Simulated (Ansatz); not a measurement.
Input file for H$_{7}$NSSi$_{2}$ (`[SiH3]N[SiH2]S`):

```yaml
crystal:
  periodic: [false, false, false]
  atoms:
    - {symbol: Si, position_ang: [-0.188802, 1.484780, -0.978002]}
    - {symbol: N, position_ang: [-0.343949, 0.470457, 0.413358]}
    - {symbol: Si, position_ang: [0.614150, -0.877223, 0.877873]}
    - {symbol: S, position_ang: [-0.488775, -2.702790, 1.022530]}
    - {symbol: H, position_ang: [0.914652, 0.935850, -1.803424]}
    - {symbol: H, position_ang: [-1.447694, 1.501811, -1.771509]}
    - {symbol: H, position_ang: [0.124995, 2.892066, -0.610262]}
    - {symbol: H, position_ang: [-1.130521, 0.668880, 1.017775]}
    - {symbol: H, position_ang: [1.165914, -0.742307, 2.249286]}
    - {symbol: H, position_ang: [1.699526, -0.973114, -0.126095]}
    - {symbol: H, position_ang: [-0.854097, -2.715512, -0.270831]}
basis:
  gaussian: {orbitals: def2-TZVPP}
correlation: {method: ccsd_t}
```

```sh
$ ansatz run in.yaml --threads 4 --pin off --events-out ev --progress --plain --max-ram 10444MiB
```

Log, shortened:

```
Functional definition: HF
1445 factors; integrals over basis functions are off by at most 1.1e-3 eV
mean field evaluation 1: about -28134.6815 eV, gradient 3.6e1 eV
mean field evaluation 2: about -28134.9437 eV, gradient 3.7e1 eV
mean field evaluation 4: about -28138.3440 eV, gradient 4.0e0 eV
mean field evaluation 8: about -28138.4144 eV, gradient 2.6e-1 eV
mean field -28138.41481610 eV, -1034.0676715891 hartree, gradient 3.3e-6 eV, S^2 0.000000; 0 other end points of the search recorded, 0 dependent functions left out
16 core orbitals not correlated: weight in the atoms' cores, before any rotation towards them, 1.000 or more for the frozen orbitals, at most 0.000 for the correlated occupied ones
reference -28138.41481610 eV, -1034.0676715891 hartree; 13, 13 occupied and 226, 226 virtual orbitals, 1445 factors
second order -17.47958707 eV of doubles, -0.00000000 eV of singles
cycle   1  -18.51415687 eV  change    -1.0e0 eV  update   9.4e-2
cycle   2  -19.05129395 eV  change   -5.4e-1 eV  update   2.8e-2
cycle   3  -19.12292328 eV  change   -7.2e-2 eV  update   1.2e-2
cycle   4  -19.11517484 eV  change    7.7e-3 eV  update   2.9e-3
cycle   5  -19.11468741 eV  change    4.9e-4 eV  update   1.2e-3
cycle   6  -19.11447211 eV  change    2.2e-4 eV  update   3.3e-4
cycle   7  -19.11437836 eV  change    9.4e-5 eV  update   1.2e-4
cycle   8  -19.11441023 eV  change   -3.2e-5 eV  update   4.2e-5
cycle   9  -19.11441467 eV  change   -4.4e-6 eV  update   1.5e-5
perturbative correction -0.74297700 eV, -0.0273039011 hartree
Total energy: -28158.27220777 eV, -1034.7974172733 hartree
```

It took 110 s on 4 threads of an Arm Neoverse V2 on a shared host, with 5.1 GiB of host memory at the peak.

Correlation energy per correlated electron: -0.764 eV. T1 diagnostic: 0.0111.
